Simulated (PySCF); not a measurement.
Electronic absorption of C8H15BO2

C8H15BO2.
SMILES: `COB(OC)[C@@H]1CC12CCC2`

The calculation used TDDFT CAM-B3LYP/def2-SVPD, vertical, gas phase, core orbitals frozen in the response (PySCF 2.14.0, density-fitted response routines). Geometry: PBE0-D3(BJ)/def2-SVP, one conformer, isolated molecule. Torsions of this conformer, `[CH3:1][O:2][B:3]([O:4][CH3:5])[C@@H:6]1[CH2:7][C:8]12[CH2:9][CH2:10][CH2:11]2`: C1–O2–B3–O4 180°, O2–B3–O4–C5 -1°, O2–B3–C6–C7 -158°.

**Question.** What does the calculation give for the low-lying excited states?

**Answer.** 

| state | E (eV) | λ (nm) | ν̃ (cm⁻¹) | f | main configurations (H = HOMO, L = LUMO) |
| --- | --- | --- | --- | --- | --- |
| S1 | 7.23 | 171.5 | 58320 | 0.046 | H→L (43%), H→L+1 (32%), H→L+2 (13%) |
| S2 | 7.43 | 166.8 | 59960 | 0.070 | H→L (37%), H→L+1 (19%), H→L+2 (18%) |
| S3 | 7.63 | 162.5 | 61530 | 0.074 | H-1→L (38%), H-1→L+1 (27%), H-1→L+2 (13%) |
| S4 | 7.64 | 162.2 | 61650 | 0.051 | H-1→L (30%), H-1→L+1 (24%), H-2→L (14%) |
| S5 | 7.74 | 160.3 | 62390 | 0.0089 | H-2→L (60%), H-1→L (10%) |
| S6 | 7.87 | 157.5 | 63510 | 0.0013 | H→L+2 (36%), H→L+1 (19%), H→L+4 (13%) |
| S7 | 7.90 | 156.9 | 63750 | 0.018 | H→L+3 (65%) |
| S8 | 8.10 | 153.1 | 65330 | 0.026 | H-2→L+1 (23%), H-1→L+3 (16%), H-3→L (13%) |
| S9 | 8.15 | 152.1 | 65740 | 0.029 | H-1→L+3 (18%), H-2→L+1 (12%), H-2→L+2 (11%) |
| S10 | 8.19 | 151.5 | 66020 | 0.0087 | H-1→L+2 (30%), H-1→L+3 (18%), H-1→L+1 (11%) |

Triplets (Tamm–Dancoff): T1 6.74 eV, H→L+1 (46%), H→L+2 (24%); T2 7.06 eV, H-1→L+1 (44%), H-1→L+2 (25%); T3 7.28 eV, H→L (66%), H→L+3 (12%); T4 7.33 eV, H-2→L+1 (36%), H-2→L+2 (24%).

The lowest singlet lies at 7.23 eV (171 nm, vacuum ultraviolet) and is of moderate strength; its leading configuration is HOMO→LUMO (43%). The most intense listed level is S3 at 7.63 eV (163 nm, f = 0.074), 0.40 eV above S1. Löwdin shares by element: HOMO carbon 64% or more (atoms not listed hold the other 36%); LUMO boron 34%, carbon 18% or more, oxygen 5% or more (atoms not listed hold the other 43%). Of the 10 states listed, 7 reach f = 0.01 and none stays under 0.0005. Weighted by f, the mean energy of these states is 7.65 eV. The listed states span 0.95 eV. Singlets were solved by full linear response, triplets in the Tamm–Dancoff approximation.

Without π bonds the low states may be Rydberg-like; a valence basis with one diffuse set may place them up to an eV too high.
